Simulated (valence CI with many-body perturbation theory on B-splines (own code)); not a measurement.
Forbidden lines of Ce³⁶⁺

Computed by valence CI with perturbative core correlation (CI+MBPT): four valence electrons over a frozen Dirac-Fock core [Ar], a basis of 7 s, 7 p, 8 d, 6 f, 4 g, 1 h functions for each j, with the one-electron correlation potential Σ1, the two-electron term Σ2, the three-electron term Σ3, Breit, model QED; selected CI, second order for the rest, scaled by the run's own slope (own B-spline code, finite nucleus).

No measured spectrum was set against this ion. As an estimate, large intervals hold to a few tenths of a per cent, small ones and those within an open d or f shell to about a per cent. Only levels of the ground parity were solved; by the run's estimate the other parity begins above the list, which can be wrong where configurations are misplaced.

Lines 51 to 100 of 120 in falling wavelength, among levels below 1037900 cm⁻¹, chosen from the decays that carry over 1 % of a level's rate. Wavelengths and rates use the calculated energies. Electric multipoles are in the length gauge, E1 and E2 with the static RPA response of the core. S is in atomic units (e²a₀⁴ for E2 and M2, e²a₀⁶ for E3), for M1 in squared Bohr magnetons. Weak lines are less certain than strong ones. Lines between different terms over intervals too small for the method are left out, as are lines whose strength nearly cancels. The highest levels of a list are the least certain.

Levels are named by their leading jj configuration (3d3/2^4 stands for four electrons in 3d with j = 3/2), which in mixed levels can hold well under half, so a name can repeat and another be missing. Letters in brackets count levels of one name in rising energy.

```tsv
λ vac (nm)	Upper	Lower	Type	A (s⁻¹)	S (a.u.)
54.16	(3d3/2 3d5/2^3) J=3 [a]	(3d3/2^2 3d5/2^2) J=3 [a]	M1	8.75e+04	3.61e+00
54.15	(3d3/2^2 3d5/2^2) J=6	(3d3/2^3 3d5/2) J=4	E2	8.41e-01	4.54e-04
54.10	(3d3/2^2 3d5/2^2) J=0 [a]	(3d3/2^3 3d5/2) J=1	M1	2.50e+05	1.47e+00
53.05	(3d3/2 3d5/2^3) J=5	(3d3/2^2 3d5/2^2) J=5	M1	3.18e+04	1.94e+00
52.39	(3d3/2 3d5/2^3) J=3 [a]	(3d3/2^2 3d5/2^2) J=2 [a]	M1	1.12e+05	4.19e+00
52.36	(3d3/2^2 3d5/2^2) J=1	(3d3/2^3 3d5/2) J=2	M1	1.10e+05	1.75e+00
51.84	(3d3/2 3d5/2^3) J=2 [a]	(3d3/2^2 3d5/2^2) J=2 [b]	M1	3.30e+04	8.53e-01
51.52	(3d3/2^2 3d5/2^2) J=4 [b]	(3d3/2^3 3d5/2) J=3	M1	1.27e+04	5.80e-01
51.42	(3d3/2 3d5/2^3) J=2 [a]	(3d3/2^2 3d5/2^2) J=3 [b]	M1	5.14e+04	1.30e+00
50.84	(3d3/2 3d5/2^3) J=6	(3d3/2^2 3d5/2^2) J=5	M1	5.26e+04	3.33e+00
50.04	(3d3/2 3d5/2^3) J=2 [b]	(3d3/2 3d5/2^3) J=3 [a]	M1	2.74e+04	6.36e-01
49.77	(3d3/2 3d5/2^3) J=3 [b]	(3d3/2^2 3d5/2^2) J=2 [b]	M1	2.67e+04	8.55e-01
49.74	(3d3/2^2 3d5/2^2) J=3 [b]	(3d3/2^3 3d5/2) J=3	M1	6.33e+03	2.02e-01
49.38	(3d3/2 3d5/2^3) J=3 [b]	(3d3/2^2 3d5/2^2) J=3 [b]	M1	5.33e+04	1.67e+00
49.36	(3d3/2^2 3d5/2^2) J=2 [b]	(3d3/2^3 3d5/2) J=3	M1	4.72e+02	1.05e-02
48.28	(3d3/2^2 3d5/2^2) J=4 [c]	(3d3/2^2 3d5/2^2) J=3 [a]	M1	3.74e+04	1.40e+00
47.75	(3d3/2 3d5/2^3) J=3 [b]	(3d3/2^2 3d5/2^2) J=4 [b]	M1	1.97e+04	5.57e-01
47.66	(3d3/2^2 3d5/2^2) J=2 [a]	(3d3/2^3 3d5/2) J=1	M1	1.10e+05	2.20e+00
47.42	(3d3/2^2 3d5/2^2) J=4 [b]	(3d3/2^3 3d5/2) J=4	M1	6.76e+02	2.41e-02
47.40	(3d3/2 3d5/2^3) J=3 [c]	(3d3/2 3d5/2^3) J=4 [a]	M1	2.81e+04	7.75e-01
46.81	(3d3/2 3d5/2^3) J=0	(3d3/2^2 3d5/2^2) J=1	M1	1.33e+05	5.05e-01
46.71	(3d3/2 3d5/2^3) J=3 [c]	(3d3/2^2 3d5/2^2) J=2 [c]	M1	3.35e+04	8.85e-01
45.91	(3d3/2^2 3d5/2^2) J=3 [b]	(3d3/2^3 3d5/2) J=4	M1	5.51e+04	1.38e+00
45.77	(3d3/2 3d5/2^3) J=1 [b]	(3d3/2^2 3d5/2^2) J=2 [c]	M1	5.00e+04	5.33e-01
45.55	(3d3/2 3d5/2^3) J=4 [b]	(3d3/2 3d5/2^3) J=4 [a]	M1	8.03e+04	2.53e+00
45.36	(3d3/2 3d5/2^3) J=1 [a]	(3d3/2^2 3d5/2^2) J=2 [a]	M1	1.03e+05	1.07e+00
44.75	(3d3/2^2 3d5/2^2) J=4 [c]	(3d3/2^2 3d5/2^2) J=4 [a]	M1	6.83e+04	2.04e+00
44.04	(3d3/2^2 3d5/2^2) J=3 [b]	(3d3/2^3 3d5/2) J=2	M1	3.49e+03	7.73e-02
43.73	(3d3/2^2 3d5/2^2) J=2 [b]	(3d3/2^3 3d5/2) J=2	M1	1.04e+04	1.61e-01
43.66	(3d3/2 3d5/2^3) J=5	(3d3/2^2 3d5/2^2) J=4 [a]	M1	1.59e+04	5.38e-01
43.37	(3d3/2 3d5/2^3) J=2 [a]	(3d3/2^2 3d5/2^2) J=1	M1	3.98e+04	6.02e-01
42.25	(3d3/2^2 3d5/2^2) J=2 [d]	(3d3/2^2 3d5/2^2) J=2 [a]	M1	9.59e+02	1.34e-02
41.56	(3d3/2 3d5/2^3) J=2 [b]	(3d3/2^2 3d5/2^2) J=2 [c]	M1	4.47e+04	5.94e-01
40.74	(3d3/2 3d5/2^3) J=1 [a]	(3d3/2^2 3d5/2^2) J=0 [a]	M1	1.17e+05	8.83e-01
37.11	(3d3/2 3d5/2^3) J=2 [a]	(3d3/2^2 3d5/2^2) J=3 [a]	M1	6.70e+04	6.34e-01
37.05	(3d3/2^2 3d5/2^2) J=2 [c]	(3d3/2^3 3d5/2) J=3	M1	1.36e+05	1.28e+00
36.63	(3d3/2 3d5/2^3) J=4 [a]	(3d3/2^3 3d5/2) J=3	M1	2.91e+04	4.77e-01
36.04	(3d3/2 3d5/2^3) J=3 [b]	(3d3/2^2 3d5/2^2) J=3 [a]	M1	1.74e+04	2.11e-01
35.25	(3d3/2 3d5/2^3) J=3 [b]	(3d3/2^2 3d5/2^2) J=2 [a]	M1	3.77e+03	4.28e-02
34.99	(3d3/2 3d5/2^3) J=1 [b]	(3d3/2^2 3d5/2^2) J=2 [b]	M1	4.21e+03	2.00e-02
34.49	(3d3/2 3d5/2^3) J=3 [c]	(3d3/2^2 3d5/2^2) J=4 [b]	M1	5.39e+03	5.74e-02
34.30	(3d3/2 3d5/2^3) J=4 [b]	(3d3/2^2 3d5/2^2) J=3 [b]	M1	3.70e+04	4.98e-01
34.18	(3d3/2^2 3d5/2^2) J=2 [b]	(3d3/2^3 3d5/2) J=1	M1	9.81e+03	7.26e-02
34.04	(3d3/2 3d5/2^3) J=3 [b]	(3d3/2^2 3d5/2^2) J=4 [a]	M1	2.33e+04	2.39e-01
33.79	(3d3/2^2 3d5/2^2) J=2 [c]	(3d3/2^3 3d5/2) J=2	M1	2.53e+04	1.81e-01
32.48	(3d3/2 3d5/2^3) J=2 [b]	(3d3/2^2 3d5/2^2) J=2 [b]	M1	6.83e+03	4.33e-02
32.31	(3d3/2 3d5/2^3) J=2 [b]	(3d3/2^2 3d5/2^2) J=3 [b]	M1	2.21e+04	1.38e-01
32.19	(3d3/2 3d5/2^3) J=3 [a]	(3d3/2^3 3d5/2) J=3	M1	5.90e+03	5.10e-02
30.92	(3d3/2 3d5/2^3) J=1 [b]	(3d3/2^2 3d5/2^2) J=1	M1	2.60e+04	8.54e-02
30.47	(3d3/2^2 3d5/2^2) J=0 [b]	(3d3/2^2 3d5/2^2) J=1	M1	3.07e+04	3.22e-02
```
